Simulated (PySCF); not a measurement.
Match the calculated data to a structure.

All candidates are C6H9FSi.

- UV, first state: lowest singlet excitation: 6.35 eV (195 nm, f = 0.001) [TDDFT PBE0/def2-SVPD]
- Rotational structure: rotational constants A, B, C: 2.217, 1.528, 1.231 GHz [GFN2-xTB]
- NMR, other nuclei: isotropic shieldings of nuclei other than C and H, by class: 368 (1 F), 366 (1 Si) ppm [GIAO PBE0/pcSseg-1]
- Dipole: 1.33 D [PBE0/def2-SVPD]
- Polarisability: 92.0 au [PBE0/def2-SVPD]
- 13C NMR: chemical shifts (computed TMS as zero) by class: 103.1 (1 C), 88.5 (1 C), 77.1 (1 C), 35.1 (1 C), 22.5 (1 C), 5.5 (1 C) ppm [GIAO PBE0/pcSseg-1]
- Triplet: lowest triplet excitation (Tamm–Dancoff): 5.35 eV [TDA PBE0/def2-SVPD]
- UV, strongest line: among the 8 lowest singlet transitions: S8 at 7.69 eV (161 nm, f = 0.092) [TDDFT PBE0/def2-SVPD]

The electronic properties come from PySCF, for the isolated species, density fitting. Levels stand in brackets. The structure is a single GFN2-xTB conformer in the gas phase; no vibrational or solvent corrections. NMR classes are plain means over equivalent atoms (diastereotopic ones count apart unless rotation or inversion swaps them), as if these changed places fast.

Question: Which candidate is it?
A. `C#C[C@@H]1C[SiH2][C@@H](F)C1`
B. `C[SiH2]/C(F)=C1\C=CC1`
C. `C#C[C@@H]1[SiH2]CC[C@H]1F`
D. `C#C[C@@H](C)[C@H]1C[Si@@H]1F`
E. `CC[Si@@H]1C=CC=C1F`

Answer: C. It is `C#C[C@@H]1[SiH2]CC[C@H]1F`. Numbering: `[CH:1]#[C:2][C@@H:3]1[SiH2:4][CH2:5][CH2:6][C@H:7]1[F:8]`. Its formula, C6H9FSi, gives 3 degrees of unsaturation: 1 ring and 2 π bonds in the structure found. 6 carbons fall into 6 classes; from least to most shielded: sp3 C–F carbon [C7] (103.1 ppm), alkyne carbon [C2] (88.5 ppm), terminal alkyne carbon [C1] (77.1 ppm), ring CH2 carbon [C6] (35.1 ppm), ring sp3 carbon bound to silicon [C3] (22.5 ppm), ring sp3 carbon bound to silicon [C5] (5.5 ppm). The other shieldings belong to: 368 ppm, alkyl fluorine [F8]; 366 ppm, SiH2 silicon [Si4]. The optimised geometry has point group C1 and is an asymmetric top.

The others, at the same levels:
- `C[SiH2]/C(F)=C1\C=CC1` fails: its computed 13C shifts are 160.8 (1 C), 146.0 (1 C), 142.3 (1 C), 141.8 (1 C), 37.4 (1 C), -5.5 (1 C) ppm, rotational constant A is 3.084 GHz (against 2.217 GHz) and smallest rotational constant is 0.853 GHz (against 1.231 GHz).
- `CC[Si@@H]1C=CC=C1F` fails: its computed 13C shifts are 191.5 (1 C), 153.4 (1 C), 129.6 (1 C), 124.2 (1 C), 10.7 (1 C), 7.7 (1 C) ppm, rotational constant A is 2.404 GHz (against 2.217 GHz) and smallest rotational constant is 0.984 GHz (against 1.231 GHz).
- `C#C[C@@H](C)[C@H]1C[Si@@H]1F` fails: its computed 13C shifts are 93.3 (1 C), 74.7 (1 C), 30.3 (1 C), 26.8 (1 C), 26.6 (1 C), 10.4 (1 C) ppm, rotational constant A is 3.614 GHz (against 2.217 GHz) and smallest rotational constant is 0.786 GHz (against 1.231 GHz).
- `C#C[C@@H]1C[SiH2][C@@H](F)C1` fails: its computed 13C shifts are 93.3 (1 C), 92.5 (1 C), 75.6 (1 C), 48.9 (1 C), 30.7 (1 C), 18.9 (1 C) ppm, rotational constant A is 3.055 GHz (against 2.217 GHz) and smallest rotational constant is 0.926 GHz (against 1.231 GHz).

Each candidate is one conformer, not necessarily the lowest. Dipoles, sizes and rotational constants follow the conformer. The torsions of the flexible species, by atom-mapped SMILES:
- `[CH3:1][SiH2:2]/[C:3]([F:4])=[C:5]1\[CH:6]=[CH:7][CH2:8]1`: C1–Si2–C3–F4 -79°
- `[CH3:1][CH2:2][Si@@H:3]1[CH:4]=[CH:5][CH:6]=[C:7]1[F:8]`: C1–C2–Si3–C4 166°
- `[CH:1]#[C:2][C@@H:3]([CH3:4])[C@H:5]1[CH2:6][Si@@H:7]1[F:8]`: C2–C3–C5–C6 78°

The conformers of `C#C[C@@H]1[SiH2]CC[C@H]1F` and `C#C[C@@H]1C[SiH2][C@@H](F)C1` aren't listed.
